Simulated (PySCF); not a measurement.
## Checking a proposed structure

A compound C5H6ClF3Si gives the data below (simulated from a calculation) and was assigned the structure `FC(F)(F)[C@@H]1C(Cl)=C[C@H]1[SiH3]`.

13C{1H} NMR (computed): δ 174.0 (C), 135.9 (CH), 133.7 (C), 131.4 (CH), 17.3 (CH2).

1H NMR (500 MHz, computed): δ 6.15 (m, 1H), 6.04 (m, 1H), 4.63 (m, 2H), 1.95 (m, 2H).

[PySCF 2.14.0 with density-fitted response routines: shielding tensors at PBE0/pcSseg-1 (GIAO); coordinates at the GFN2-xTB level; non-relativistic Hamiltonian; no solvent model; equivalent nuclei averaged; a single conformation]

Referencing at the same level of theory: TMS for 1H, 13C.

Q: Compare with the shifts computed for the proposed structure, pairing carbons in order of shift.

A: Structure with atom numbers: `[F:1][C:2]([F:3])([F:4])[C@@H:5]1[C:6]([Cl:7])=[CH:8][C@H:9]1[SiH3:10]` (H(Xn): hydrogen on atom n).

```csv
atom,computed for proposal,given list,difference
C8,148.3,174.0,-25.7
C6,137.1,135.9,+1.2
C2,134.8,133.7,+1.1
C5,57.1,131.4,-74.3
C9,26.9,17.3,+9.6
```

The rms difference is 35.4 ppm and the largest -74.3 ppm at C5 (allylic sp3 CH). The carbon types in order of shift don't match either: CH, C, C, CH, CH for the proposal against C, CH, C, CH, CH2 in the data. The proposal doesn't fit.

Q: Which isomer fits?

A: `FC(F)=C(F)[SiH2]C/C=C/Cl`.

Carbon types of the structure: 2 × C, 2 × CH, 1 × CH2, leaving 2 H on heteroatoms. δC 174.0, 133.7: fully substituted alkene carbon. δC 135.9, 131.4: alkene CH; the olefinic region. δH 6.15, 6.04: hydrogen on an alkene CH; olefinic region. δH 1.95: hydrogen on an allylic sp3 CH2 bonded to Si; allylic position.

The shifts were computed for this structure.

Carbons that carry Cl, above all several Cl atoms, come out too deshielded, partly because spin–orbit coupling is missing. Splittings by 19F in the carbon and heteronuclear signals aren't shown, as no couplings were computed. Shifts are as computed. Against solution values, carbons near 30 ppm lie about +3 ppm off and those near 130 ppm about +5 ppm; carbons on Cl a further +6 ppm. Of 1211 compounds with measured shifts, 218 miss one by over three times the rms of a fit or turn the order of signals round; such compounds aren't used in these exercises. Multiplicities follow the n + 1 count of equivalent neighbours, as no J values were calculated; m marks all less simple cases, F and P coupling included.
